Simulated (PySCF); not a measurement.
# Polarisability and C₆ of Br²⁺ (bromine, charge +2)

[Ar] 3d10 4s2 4p3, high-spin 4S determinant. All numbers are calculated (PySCF 2.14, no relativity, point nucleus, in def2-QZVPPD (12s8p5d4f1g, 98 functions)). Coupled (time-dependent) response in atomic units; α is the mean over directions.

| method | mean α (bohr³) | C₆ (like pair) | S(−4) |
| --- | --- | --- | --- |
| LC-wPBE | 8.399 | 40.75 | 16.45 |

S(−4) is the Cauchy moment in α(ω) = α(0) + S(−4) ω² + …

α(iu) at LC-wPBE:

```tsv
u (hartree)	α(iu) (bohr³)
0	8.399
0.0500	8.358
0.100	8.238
0.200	7.796
0.300	7.169
0.500	5.746
0.750	4.204
1.00	3.105
1.50	1.853
2.00	1.240
3.00	0.6986
5.00	0.3451
```

A single London oscillator, α(iu) = α/(1 + u²/ω²), gives C₆ = (3/4) ω α². Matching the computed C₆ needs ω = 4 × 40.75 / (3 × 8.399²) = 0.770 hartree.

For an ion, C₆ is the dispersion term alone; charge-induced terms of lower order in 1/R come first.
